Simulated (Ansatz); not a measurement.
Consider the homolysis of the H–Sn bond: `[CH3][SnH2][I]` → H• + `[CH3][SnH][I]`•.

Gas-phase electronic energies from Ansatz, PBE0-D4/def2-TZVP geometries. CCSD(T)/CBS adds triple-zeta CCSD(T) − MP2 to the extrapolated MP2 energy (def2 sets, frozen cores). This one scheme is used for every species, atoms too. DFT in def2-TZVPP. B3LYP here is the variant with VWN-RPA as its local correlation; programs differ in this. HSE06 is defined as in plane-wave codes. Open shells (•) are unrestricted, without spin–orbit coupling. def2 core potentials past Kr. For I, Sn outer-core shells are correlated without core-valence functions, so the limit isn't a true one: a few kJ/mol of doubt a bond, and 10 to 20 or more in all where bonds break to atoms.

```json
{"level": "PBE-D4", "ΔE (kJ/mol)": "298.9", "difference from CCSD(T)/CBS": "-32.0"}
{"level": "revPBE-D4", "ΔE (kJ/mol)": "294.6", "difference from CCSD(T)/CBS": "-36.3"}
{"level": "BLYP-D4", "ΔE (kJ/mol)": "299.2", "difference from CCSD(T)/CBS": "-31.7"}
{"level": "r2SCAN-D4", "ΔE (kJ/mol)": "305.8", "difference from CCSD(T)/CBS": "-25.1"}
{"level": "B97M-V", "ΔE (kJ/mol)": "325.2", "difference from CCSD(T)/CBS": "-5.7"}
{"level": "PBE0-D4", "ΔE (kJ/mol)": "306.9", "difference from CCSD(T)/CBS": "-24.0"}
{"level": "B3LYP-D4", "ΔE (kJ/mol)": "311.0", "difference from CCSD(T)/CBS": "-19.9"}
{"level": "r2SCANh-D4", "ΔE (kJ/mol)": "307.3", "difference from CCSD(T)/CBS": "-23.6"}
{"level": "r2SCAN0-D4", "ΔE (kJ/mol)": "309.4", "difference from CCSD(T)/CBS": "-21.5"}
{"level": "HSE06-D4", "ΔE (kJ/mol)": "306.2", "difference from CCSD(T)/CBS": "-24.7"}
{"level": "BHLYP-D4", "ΔE (kJ/mol)": "316.2", "difference from CCSD(T)/CBS": "-14.7"}
{"level": "CAM-B3LYP-D4", "ΔE (kJ/mol)": "320.3", "difference from CCSD(T)/CBS": "-10.6"}
{"level": "ωB97X-V", "ΔE (kJ/mol)": "327.3", "difference from CCSD(T)/CBS": "-3.6"}
{"level": "ωB97M-V", "ΔE (kJ/mol)": "320.8", "difference from CCSD(T)/CBS": "-10.1"}
{"level": "B2PLYP", "ΔE (kJ/mol)": "313.4", "difference from CCSD(T)/CBS": "-17.5"}
{"level": "PBE-QIDH", "ΔE (kJ/mol)": "315.7", "difference from CCSD(T)/CBS": "-15.2"}
{"level": "PBE", "ΔE (kJ/mol)": "297.7", "difference from CCSD(T)/CBS": "-33.2"}
{"level": "revPBE", "ΔE (kJ/mol)": "291.2", "difference from CCSD(T)/CBS": "-39.7"}
{"level": "BLYP", "ΔE (kJ/mol)": "296.8", "difference from CCSD(T)/CBS": "-34.1"}
{"level": "B3LYP", "ΔE (kJ/mol)": "309.2", "difference from CCSD(T)/CBS": "-21.7"}
{"level": "r2SCANh", "ΔE (kJ/mol)": "306.9", "difference from CCSD(T)/CBS": "-24.0"}
{"level": "r2SCAN0", "ΔE (kJ/mol)": "308.9", "difference from CCSD(T)/CBS": "-22.0"}
{"level": "HSE06", "ΔE (kJ/mol)": "305.2", "difference from CCSD(T)/CBS": "-25.7"}
{"level": "BHLYP", "ΔE (kJ/mol)": "315.2", "difference from CCSD(T)/CBS": "-15.7"}
{"level": "CAM-B3LYP", "ΔE (kJ/mol)": "319.2", "difference from CCSD(T)/CBS": "-11.7"}
{"level": "LC-ωPBE", "ΔE (kJ/mol)": "317.3", "difference from CCSD(T)/CBS": "-13.6"}
{"level": "HF/def2-SVP", "ΔE (kJ/mol)": "243.7", "difference from CCSD(T)/CBS": "-87.2"}
{"level": "MP2/def2-SVP", "ΔE (kJ/mol)": "299.1", "difference from CCSD(T)/CBS": "-31.8"}
{"level": "CCSD/def2-SVP", "ΔE (kJ/mol)": "309.5", "difference from CCSD(T)/CBS": "-21.4"}
{"level": "CCSD(T)/def2-SVP", "ΔE (kJ/mol)": "309.3", "difference from CCSD(T)/CBS": "-21.6"}
{"level": "HF/def2-TZVPP", "ΔE (kJ/mol)": "245.6", "difference from CCSD(T)/CBS": "-85.3"}
{"level": "MP2/def2-TZVPP", "ΔE (kJ/mol)": "314.3", "difference from CCSD(T)/CBS": "-16.6"}
{"level": "SCS-MP2/def2-TZVPP", "ΔE (kJ/mol)": "324.1", "difference from CCSD(T)/CBS": "-6.8"}
{"level": "CCSD/def2-TZVPP", "ΔE (kJ/mol)": "323.5", "difference from CCSD(T)/CBS": "-7.4"}
{"level": "HF/def2-QZVPP", "ΔE (kJ/mol)": "245.8", "difference from CCSD(T)/CBS": "-85.1"}
{"level": "MP2/def2-QZVPP", "ΔE (kJ/mol)": "318.3", "difference from CCSD(T)/CBS": "-12.6"}
{"level": "SCS-MP2/def2-QZVPP", "ΔE (kJ/mol)": "329.1", "difference from CCSD(T)/CBS": "-1.8"}
{"level": "HF/CBS(def2)", "ΔE (kJ/mol)": "245.8", "difference from CCSD(T)/CBS": "-85.1"}
{"level": "MP2/CBS(def2)", "ΔE (kJ/mol)": "321.3", "difference from CCSD(T)/CBS": "-9.6"}
{"level": "CCSD/CBS(def2)", "ΔE (kJ/mol)": "330.5", "difference from CCSD(T)/CBS": "-0.4"}
{"level": "CCSD(T)/CBS", "ΔE (kJ/mol)": "330.9", "difference from CCSD(T)/CBS": "0"}
```

Largest T1 diagnostic among the species: 0.013.

From BLYP to BHLYP (50 % exact exchange), in def2-TZVPP and without D4, ΔE moves by +18.4 kJ/mol. At CCSD(T), def2-SVP lies −21.6 kJ/mol from the extrapolated value and def2-TZVPP −7.0 kJ/mol: correlation converges slowly with the basis, and small sets miss more of it in the bonded molecule than in its fragments.

CCSD(T)/CBS has its own doubt, a few kJ/mol and more with outer-core shells, so smaller differences from it don't rank the levels.
